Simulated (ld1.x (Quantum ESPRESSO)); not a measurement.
Pseudopotential generation for Cl: RRKJ, PBEsol, scalar-relativistic.

Input for ld1.x (Quantum ESPRESSO) 7.5:

```
&input
   title='Cl', zed=17., rel=1, dft='PBESOL', iswitch=3,
   config='[Ne] 3s2 3p5',
   nld=2, rlderiv=1.75, eminld=-4.0, emaxld=5.0, deld=0.02
 /
 &inputp
   pseudotype=2, tm=.false., lloc=0,
   nlcc=.true., new_core_ps=.true., rcore=0.90,
   file_pseudopw='Cl.UPF', file_wfcaegen='ae.wfc', file_wfcncgen='nc.wfc', file_beta='beta', file_chi='chi'
 /
2
3P  2  1   5.00   0.00  1.60  1.60  0.0
3S  1  0   2.00   0.00  1.20  1.20  0.0
 &test
   configts(1)='3s2 3p5'
 /
```

Command:

```bash
ld1.x < Cl.in > Cl.out
```

Resulting log (shortened: banner, matrices, multipoles, cross overlaps and the repeated all-electron block are left out):

```
Program LD1 v.7.5
     --------------------------- All-electron run ----------------------------

     Cl
     scalar relativistic calculation

     atomic number is 17.00
     dft =PBESOL   lsd =0 sic =0 latt =0  beta=0.20 tr2=1.0E-14
     Exchange-correlation= PBESOL
                           (   1   4  10   8   0   0   0)
     mesh =1157 r(mesh) = 101.16842 a.u. xmin = -7.00 dx = 0.01250
     1 Ry =  13.60569312 eV, c = 137.03599908

     n l     nl                  e(Ry)          e(Ha)          e(eV)
     1 0     1S 1( 2.00)      -201.8877      -100.9439     -2746.8221
     2 0     2S 1( 2.00)       -18.5357        -9.2678      -252.1910
     2 1     2P 1( 6.00)       -14.0691        -7.0346      -191.4200
     3 0     3S 1( 2.00)        -1.5154        -0.7577       -20.6182
     3 1     3P 1( 5.00)        -0.6293        -0.3146        -8.5614

     final scf error:  6.6E-15 reached in  21 iterations

     Etot =    -921.482478 Ry,    -460.741239 Ha,  -12537.407812 eV

     Ekin =     925.459962 Ry,     462.729981 Ha,   12591.524236 eV
     Encl =   -2198.997510 Ry,   -1099.498755 Ha,  -29918.885304 eV
     Eh   =     406.773187 Ry,     203.386593 Ha,    5534.431147 eV
     Exc  =     -54.718116 Ry,     -27.359058 Ha,    -744.477891 eV

     normalization and overlap integrals

     s(1S/1S) =  1.000000  <r> =   0.0911  <r2> =    0.0112  r(max) =   0.0596
     s(2S/2S) =  1.000000  <r> =   0.4448  <r2> =    0.2351  r(max) =   0.3603
     s(2P/2P) =  1.000000  <r> =   0.4073  <r2> =    0.2067  r(max) =   0.3025
     s(3S/3S) =  1.000000  <r> =   1.5369  <r2> =    2.7512  r(max) =   1.2735
     s(3P/3P) =  1.000000  <r> =   1.8431  <r2> =    4.0978  r(max) =   1.4252

     ------------------------ End of All-electron run ------------------------

     --------------------- Generating NC pseudopotential ---------------------

      Generating local pot.: lloc=0, matching radius rcloc =   1.2000

      Computing core charge for nlcc:

       r > 0.91 : true rho core
      Core charge pseudized with two Bessel functions
      Integrated core pseudo-charge :   3.63

      Wfc   3P  rcut= 1.595  Estimated cut-off energy=       68.75 Ry
      This function has    0 nodes for 0 < r <    1.595

     ------------------- End of pseudopotential generation -------------------

     Computing logarithmic derivative in   1.75165
     Computing logarithmic derivative in   1.75165
     Computing the partial wave expansion
       no projector for channel:   0
     R is outside the sphere for l=    1 j= 0.00

     ---------------------- Testing the pseudopotential ----------------------

     Cl
     scalar relativistic calculation

     atomic number is 17.00   valence charge is  7.00
     dft =PBESOL   lsd =0 sic =0 latt =0  beta=0.20 tr2=1.0E-14
     mesh =1157 r(mesh) = 101.16842 xmin = -7.00 dx = 0.01250

     n l     nl             e AE (Ry)        e PS (Ry)    De AE-PS (Ry)
     1 0     3S   1( 2.00)       -1.51541       -1.51542        0.00002
     2 1     3P   1( 5.00)       -0.62925       -0.62926        0.00000

     eps = 9.2E-15  iter = 13

     Etot =    -921.482478 Ry,    -460.741239 Ha,  -12537.407812 eV
     Etotps =   -37.174712 Ry,     -18.587356 Ha,    -505.787722 eV

     Ekin =      10.831381 Ry,       5.415690 Ha,     147.368444 eV
     Encl =     -58.764332 Ry,     -29.382166 Ha,    -799.529463 eV
     Ehrt =      25.265363 Ry,      12.632681 Ha,     343.752773 eV
     Ecxc =     -13.311671 Ry,      -6.655836 Ha,    -181.114511 eV
     (Ecc =      -7.287387 Ry,      -3.643693 Ha,     -99.149949 eV)
     Epseu=      -1.195453 Ry,      -0.597726 Ha,     -16.264965 eV

     ---------------------- End of pseudopotential test ----------------------
```

Generation and configuration tests took about 1.2 s on one core of a shared server CPU.

Transferability test of the new file with ld1.x, input:

```
&input
   title='Cl', zed=17., rel=1, dft='PBESOL', iswitch=2,
   config='[Ne] 3s2 3p5'
 /
 &test
   file_pseudo='Cl.UPF', nconf=8,
   configts(1)='3s2 3p5',
   configts(2)='3s2 3p4',
   configts(3)='3s2 3p3',
   configts(4)='3s2 3p2',
   configts(5)='3s2 3p5.3',
   configts(6)='3s2 3p4.5',
   configts(7)='3s2 3p1',
   configts(8)='3s1 3p5'
 /
```

```bash
ld1.x < Cl.test.in > Cl.test.out
```

Pseudopotential blocks of its output, shortened (energy terms left out):

```
     ---------------------- Testing the pseudopotential ----------------------

     n l     nl             e AE (Ry)        e PS (Ry)    De AE-PS (Ry)
     1 0     3S   1( 2.00)       -1.51541       -1.51542        0.00002
     2 1     3P   1( 5.00)       -0.62925       -0.62926        0.00000

     eps = 3.6E-15  iter = 18

     Etot =    -921.482478 Ry,    -460.741239 Ha,  -12537.407812 eV
     Etotps =   -37.174712 Ry,     -18.587356 Ha,    -505.787722 eV

     ---------------------- End of pseudopotential test ----------------------

          ---------------------- Testing the pseudopotential ----------------------

     n l     nl             e AE (Ry)        e PS (Ry)    De AE-PS (Ry)
     1 0     3S   1( 2.00)       -2.35258       -2.35175       -0.00082
     2 1     3P   1( 4.00)       -1.42444       -1.42359       -0.00084

     eps = 7.2E-15  iter = 11

     Etot =    -920.465589 Ry,    -460.232794 Ha,  -12523.572332 eV
     Etotps =   -36.158064 Ry,     -18.079032 Ha,    -491.955524 eV
     dEtot_ae =       1.016889 Ry
     dEtot_ps =       1.016648 Ry,   Delta E=       0.000241 Ry

     ---------------------- End of pseudopotential test ----------------------

          ---------------------- Testing the pseudopotential ----------------------

     n l     nl             e AE (Ry)        e PS (Ry)    De AE-PS (Ry)
     1 0     3S   1( 2.00)       -3.29449       -3.29151       -0.00298
     2 1     3P   1( 3.00)       -2.32496       -2.32167       -0.00329

     eps = 6.3E-15  iter = 17

     Etot =    -918.598883 Ry,    -459.299442 Ha,  -12498.174506 eV
     Etotps =   -34.293115 Ry,     -17.146557 Ha,    -466.581598 eV
     dEtot_ae =       2.883595 Ry
     dEtot_ps =       2.881597 Ry,   Delta E=       0.001998 Ry

     ---------------------- End of pseudopotential test ----------------------

          ---------------------- Testing the pseudopotential ----------------------

     n l     nl             e AE (Ry)        e PS (Ry)    De AE-PS (Ry)
     1 0     3S   1( 2.00)       -4.32060       -4.31346       -0.00714  !
     2 1     3P   1( 2.00)       -3.31202       -3.30370       -0.00832  !

     eps = 5.6E-15  iter = 13

     Etot =    -915.787193 Ry,    -457.893597 Ha,  -12459.919519 eV
     Etotps =   -31.486783 Ry,     -15.743391 Ha,    -428.399506 eV
     dEtot_ae =       5.695284 Ry
     dEtot_ps =       5.687929 Ry,   Delta E=       0.007356 Ry

     ---------------------- End of pseudopotential test ----------------------

          ---------------------- Testing the pseudopotential ----------------------

     n l     nl             e AE (Ry)        e PS (Ry)    De AE-PS (Ry)
     1 0     3S   1( 2.00)       -1.28992       -1.29002        0.00011
     2 1     3P   1( 5.30)       -0.41595       -0.41602        0.00007

     eps = 4.8E-16  iter = 12

     Etot =    -921.638910 Ry,    -460.819455 Ha,  -12539.536175 eV
     Etotps =   -37.331172 Ry,     -18.665586 Ha,    -507.916464 eV
     dEtot_ae =      -0.156432 Ry
     dEtot_ps =      -0.156460 Ry,   Delta E=       0.000028 Ry

     ---------------------- End of pseudopotential test ----------------------

          ---------------------- Testing the pseudopotential ----------------------

     n l     nl             e AE (Ry)        e PS (Ry)    De AE-PS (Ry)
     1 0     3S   1( 2.00)       -1.91910       -1.91882       -0.00028
     2 1     3P   1( 4.50)       -1.01205       -1.01177       -0.00027

     eps = 4.5E-15  iter = 13

     Etot =    -921.073510 Ry,    -460.536755 Ha,  -12531.843527 eV
     Etotps =   -36.765771 Ry,     -18.382885 Ha,    -500.223794 eV
     dEtot_ae =       0.408967 Ry
     dEtot_ps =       0.408941 Ry,   Delta E=       0.000026 Ry

     ---------------------- End of pseudopotential test ----------------------

          ---------------------- Testing the pseudopotential ----------------------

     n l     nl             e AE (Ry)        e PS (Ry)    De AE-PS (Ry)
     1 0     3S   1( 2.00)       -5.41617       -5.40221       -0.01396  !
     2 1     3P   1( 1.00)       -4.37186       -4.35484       -0.01702  !

     eps = 1.9E-16  iter =  9

     Etot =    -911.951001 Ry,    -455.975501 Ha,  -12407.725466 eV
     Etotps =   -27.662659 Ry,     -13.831329 Ha,    -376.369644 eV
     dEtot_ae =       9.531477 Ry
     dEtot_ps =       9.512053 Ry,   Delta E=       0.019423 Ry

     ---------------------- End of pseudopotential test ----------------------

          ---------------------- Testing the pseudopotential ----------------------

     n l     nl             e AE (Ry)        e PS (Ry)    De AE-PS (Ry)
     1 0     3S   1( 1.00)       -2.39960       -2.39949       -0.00011
     2 1     3P   1( 5.00)       -1.46547       -1.46479       -0.00068

     eps = 9.8E-15  iter = 14

     Etot =    -919.534429 Ry,    -459.767215 Ha,  -12510.903260 eV
     Etotps =   -35.226609 Ry,     -17.613304 Ha,    -479.282429 eV
     dEtot_ae =       1.948049 Ry
     dEtot_ps =       1.948103 Ry,   Delta E=      -0.000054 Ry

     ---------------------- End of pseudopotential test ----------------------
```
